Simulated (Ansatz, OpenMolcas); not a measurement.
## A ladder of methods for CuCl (SMILES [Cl][Cu])

CuCl: 2 atoms, total charge 0, spin state singlet. SMILES: `[Cl][Cu]`. The shape is that of a PBE0-D4/def2-TZVP optimisation.

```xyz
2

Cl    0.8983   -0.3452    0.4464
Cu   -0.8688    0.2850   -0.4424
```

Quantity: the vertical energy of the triplet above the singlet, in eV. The values are calculated.

| level | kind | program | value (eV) | less CCSD(T)/cc-pVTZ | CPU time (all runs) |
| --- | --- | --- | --- | --- | --- |
| SVWN5/cc-pVTZ | LDA | OpenMolcas | 2.47 | -0.02 | 50 s |
| BLYP/cc-pVTZ | GGA | OpenMolcas | 2.28 | -0.21 | 63 s |
| TPSS/cc-pVTZ | meta-GGA | OpenMolcas | 2.26 | -0.23 | 88 s |
| B3LYP/cc-pVTZ | global hybrid | OpenMolcas | 2.41 | -0.08 | 62 s |
| M06-2X/cc-pVTZ | hybrid meta-GGA | OpenMolcas | 2.28 | -0.21 | 6.5 min |
| MP2/cc-pVTZ | perturbation theory | Ansatz | 4.02 | +1.53 | 40 s |
| CCSD(T)/cc-pVTZ | coupled cluster or CI | Ansatz | 2.49 | 0.00 | 97 s |
| CCSD/cc-pVTZ | coupled cluster or CI | Ansatz | 2.32 | -0.17 | 67 s |

CCSD(T)/cc-pVTZ is the highest level here, not the true value. The values span 2.26 to 4.02 eV. Times are those of the runs behind each value, whatever else they computed, on shared processors of several kinds: orders of magnitude only.
